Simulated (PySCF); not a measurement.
Species: phosphorus tribromide, PBr3.
InChI=1S/Br3P/c1-4(2)3

The closed-shell ground state was solved at several levels (PySCF, density fitting, gas phase). Geometry: PBE0-D3(BJ)/def2-SVP; no solvent, vibrations or thermal averaging. The calculation is non-relativistic and has no spin–orbit coupling, an omission that weighs most on bromine.

```json
{"level": "PBE0/def2-SVP", "basis functions": "114", "total energy (Eh)": "-8061.8216", "HOMO (eV)": "-7.89", "LUMO (eV)": "-2.13", "gap (eV)": "5.76", "dipole (D)": "0.44"}
{"level": "PBE0/def2-TZVP", "basis functions": "181", "total energy (Eh)": "-8062.8872", "HOMO (eV)": "-7.91", "LUMO (eV)": "-2.17", "gap (eV)": "5.74", "dipole (D)": "0.38"}
{"level": "PBE0/6-31G*", "basis functions": "114", "total energy (Eh)": "-8061.9199", "HOMO (eV)": "-8.03", "LUMO (eV)": "-2.42", "gap (eV)": "5.61", "dipole (D)": "0.56"}
{"level": "PBE0/aug-cc-pVTZ", "basis functions": "227", "total energy (Eh)": "-8063.0300", "HOMO (eV)": "-7.94", "LUMO (eV)": "-2.29", "gap (eV)": "5.65", "dipole (D)": "0.40"}
{"level": "PBE0/def2-TZVPD", "basis functions": "214", "total energy (Eh)": "-8062.8893", "HOMO (eV)": "-7.94", "LUMO (eV)": "-2.27", "gap (eV)": "5.67", "dipole (D)": "0.38"}
```

**Question.** What might PBE0/aug-cc-pVDZ (135 basis functions) give for the same quantities?

**Answer.** Total energy -8062.7975 Eh, HOMO -8.00 eV, LUMO -2.39 eV, gap 5.61 eV, dipole 0.40 D.

**Question.** How much does the basis alone move the frontier levels among the 6 PBE0 rows (the withheld one included)?

**Answer.** The HOMO by 0.14 eV and the LUMO by 0.29 eV. By rising basis size (HOMO, LUMO in eV): def2-SVP -7.89, -2.13; 6-31G* -8.03, -2.42; aug-cc-pVDZ -8.00, -2.39; def2-TZVP -7.91, -2.17; def2-TZVPD -7.94, -2.27; aug-cc-pVTZ -7.94, -2.29.

**Question.** How far do the dipole and the HOMO energy spread over the levels?

**Answer.** The dipole runs from 0.38 to 0.56 D (mean 0.43 D) and the HOMO from -8.03 to -7.89 eV.
